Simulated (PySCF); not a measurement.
Shifts of the heteroatoms

Molfile (atoms numbered from 1):
```
C5H6FNSi
     RDKit          3D

 14 13  0  0  0  0  0  0  0  0999 V2000
    2.8783    0.4093   -0.3106 C   0  0  0  0  0  0  0  0  0  0  0  0
    1.8622   -0.2938    0.1784 C   0  0  0  0  0  0  0  0  0  0  0  0
    2.1300   -1.3954    0.9206 F   0  0  0  0  0  0  0  0  0  0  0  0
    0.4550   -0.0032   -0.0009 C   0  0  0  0  0  0  0  0  0  0  0  0
   -0.5356   -0.7385    0.5143 C   0  0  0  0  0  0  0  0  0  0  0  0
   -2.3637   -0.3817    0.2908 Si  0  0  0  0  0  4  0  0  0  0  0  0
   -2.4539    1.1504   -0.7764 C   0  0  0  0  0  0  0  0  0  0  0  0
   -2.4964    2.0890   -1.4316 N   0  0  0  0  0  0  0  0  0  0  0  0
    2.7013    1.2868   -0.9020 H   0  0  0  0  0  0  0  0  0  0  0  0
    3.8971    0.1194   -0.1272 H   0  0  0  0  0  0  0  0  0  0  0  0
    0.2497    0.8749   -0.5973 H   0  0  0  0  0  0  0  0  0  0  0  0
   -0.2643   -1.6067    1.1039 H   0  0  0  0  0  0  0  0  0  0  0  0
   -3.0402   -1.4537   -0.4438 H   0  0  0  0  0  0  0  0  0  0  0  0
   -3.0201   -0.0574    1.5597 H   0  0  0  0  0  0  0  0  0  0  0  0
  1  2  2  0
  2  3  1  0
  2  4  1  0
  4  5  2  0
  5  6  1  0
  6  7  1  0
  7  8  3  0
  1  9  1  0
  1 10  1  0
  4 11  1  0
  5 12  1  0
  6 13  1  0
  6 14  1  0
M  END
```

Theoretical values (PySCF): GFN2-xTB geometry, shielding tensors at PBE0/pcSseg-1 (GIAO). No solvent, one averaged value for each set of equivalent atoms, non-relativistic Hamiltonian, one computed conformer.

**Question.** What are the 19F shifts?

**Answer.** 
```csv
atoms,environment,σ (ppm),δ (ppm)
F3,vinylic fluorine,287.5,-113.4
```

Shieldings were converted by a linear fit to measured shifts: 19F (scatter 6.0 ppm rms, 7.0 ppm with the 5 outliers that the fit left out vs CFCl3, solution or neat liquid, with a term for F on sp3 carbon). Occasional misses reach two or three times the rms, and more in compound classes unlike the fitted ones.

On a 400 MHz spectrometer 19F resonates near 376.4 MHz, so 1 ppm is 376.4 Hz.

**Question.** Where does 29Si resonate?

**Answer.** 
| atoms | environment | σ (ppm) | δ (ppm) |
| --- | --- | --- | --- |
| Si6 | silicon bonded to 2 C, 2 H | 419.3 | -64.7 |

Shieldings were converted by a linear fit to measured shifts: 29Si: δ = 279.94 − 0.822σ (rms 8.9 ppm, 72 shifts, 25.8 ppm with the 6 outliers that the fit left out vs TMS, solution or neat liquid). Occasional misses reach two or three times the rms, and more in compound classes unlike the fitted ones.

On a 400 MHz spectrometer 29Si resonates near 79.5 MHz, so 1 ppm is 79.5 Hz.

**Question.** Where does 15N resonate?

**Answer.** 
```csv
atoms,environment,σ (ppm),δ (ppm)
N8,nitrile nitrogen,-100.7,-55.2
```

Shieldings were converted by a linear fit to measured shifts: 15N: δ = -148.07 − 0.921σ (rms 6.3 ppm, 71 shifts vs CH3NO2, solution or neat liquid). Occasional misses reach two or three times the rms, and more in compound classes unlike the fitted ones.

On a 300 MHz spectrometer 15N resonates near 30.4 MHz, so 1 ppm is 30.4 Hz.
